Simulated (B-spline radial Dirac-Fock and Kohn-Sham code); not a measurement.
**How the levels of niobium move as electrons are removed**

Method: Dirac-Fock ΔSCF + Breit + QED. Computed with a B-spline atomic structure program. Each ion is free and in its tabulated ground configuration. Correlation and solid-state effects are left out.

Reference: Nb, [Kr] 4d4 5s1, with 2s 2708.8 eV, 3s 476.7 eV, 3p1/2 386.6 eV, 4p1/2 41.44 eV, 4p3/2 39.38 eV, Lβ1 (L2-M4) 2258.9 eV. Shifts from it, in eV (a dash: the subshell is empty, belongs to an open shell averaged over j, or its hole state is left out as unreliable):

```
 ion      configuration     2s     3s  3p1/2  4p1/2  4p3/2    Lβ1
 Nb⁺           [Kr] 4d4   +7.4   +7.4   +7.4   +7.3   +7.3  +0.01
Nb²⁺           [Kr] 4d3      ?      ?      ?      ?      ?      ?
Nb³⁺           [Kr] 4d2  +35.7  +35.3  +35.3  +32.2  +32.1  +0.46
Nb⁴⁺           [Kr] 4d1  +52.6  +51.9  +51.9  +46.5  +46.3  +0.90
Nb⁵⁺  [Ar] 3d10 4s2 4p6  +71.3  +70.0  +69.9  +61.8  +61.5  +1.50
Nb⁶⁺  [Ar] 3d10 4s2 4p5  +94.2  +91.9  +91.8      –      –  +2.47
```

**Question.** Give the missing shifts for Nb²⁺.

**Answer.** 2s +20.5, 3s +20.3, 3p1/2 +20.3, 4p1/2 +19.1, 4p3/2 +19.0, Lβ1 +0.17 (eV).

Over this range L1 (2s) moves by +94.2 eV and Lβ1 by +2.5 eV: a line is a difference of two levels that shift in the same direction.
